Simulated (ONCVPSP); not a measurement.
# Building the ONCV potential for Ca (PBE, scalar-relativistic).

```json
{
  "Element": "Ca (Z = 20)",
  "Generator": "ONCVPSP 4.0.1",
  "Type": "optimised norm-conserving Vanderbilt (ONCV)",
  "Functional": "PBE",
  "Relativity": "scalar-relativistic",
  "Frozen core": "[Ne]",
  "Valence charge": "10",
  "Reference configuration": "3s2 3p6 4s0.5 (charge +1.5)",
  "Partial waves": "3s+4s: rc 1.90 bohr, ncon 3, nbas 7, qcut 6.2 1/bohr, 2 projectors; 3p: rc 1.40 bohr, ncon 4, nbas 9, qcut 9.6 1/bohr, 2 projectors, debl 4 Ha; d scattering state at 0.16 Ha: rc 1.75 bohr, ncon 4, nbas 8, qcut 6.1 1/bohr, 2 projectors, debl 1.2 Ha",
  "Local potential": "polynomial inside 1.05 bohr (lpopt 5, dvloc0 3 Ha)",
  "Core correction": "polynomial model core, fcfact 0.2"
}
```

In the d channel the program set the typed energies aside and used -0.441, 0.759 Ha.

All-electron outer shells of the reference configuration (PBE, scalar-relativistic, ld1.x):

| shell | level (eV) | outermost node (bohr) | outermost maximum (bohr) |
| --- | --- | --- | --- |
| 3s | -57.96 | 0.45 | 0.99 |
| 3p | -38.82 | 0.42 | 1.04 |
| 4s | -11.80 | 1.41 | 3.02 |

Problem. Estimate the cutoffs (Ha) at which the residual kinetic energy of the hardest occupied pseudo-wave falls to 1 and 0.1 mHa per electron.

Solution. 22 Ha and 32 Ha.

Problem. Does the potential have ghost states?

Solution. No bound ghost flagged; no localised positive-energy state flagged.

Problem. Which valence shell sets the plane-wave cutoff?

Solution. 3p: 22 Ha for 1 mHa per electron, against 11 Ha for 3s.

Problem. Tests: 3s2 3p6 4s2; 3s2 3p6 4s1; 3s2 3p6 4s0; 3s1 3p6 4s2. Which has the largest error in its energy relative to the reference configuration, and how large is it?

Solution. 3s1 3p6 4s2, with -175 meV (all-electron minus pseudo) on +42.74 eV.
